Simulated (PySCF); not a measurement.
Ionisation energy of Fe⁺ by level of theory

Fe⁺ [Ar] 3d6 4s1 (6D) → Fe²⁺ [Ar] 3d6 (5D), as a difference of total energies. Calculation: PySCF 2.14, in aug-cc-pVTZ (8s7p5d3f2g, 93 functions); no relativity, point nucleus. Correlated levels: valence: [Ar] frozen. The calculations carry no spin-orbit coupling.

```csv
method,ionisation energy (eV)
UHF,15.114
PBE,16.643
PBE0,16.310
r2SCAN,16.479
M06,15.980
PBEsol,16.608
PW91,16.720
MP2 (valence),15.711
SCS-MP2 (valence),15.459
```

Estimate what LC-wPBE gives.

16.128 eV, closest to M06 among the rows shown.

Estimate what LDA gives.

16.894 eV, closest to PW91 among the rows shown.

These non-relativistic numbers lack the scalar-relativistic shift.

Errors of the correlated levels include the incompleteness of this basis and the frozen core.

For comparison: 16.199 eV (measured; NIST Atomic Spectra Database, ionization energies).
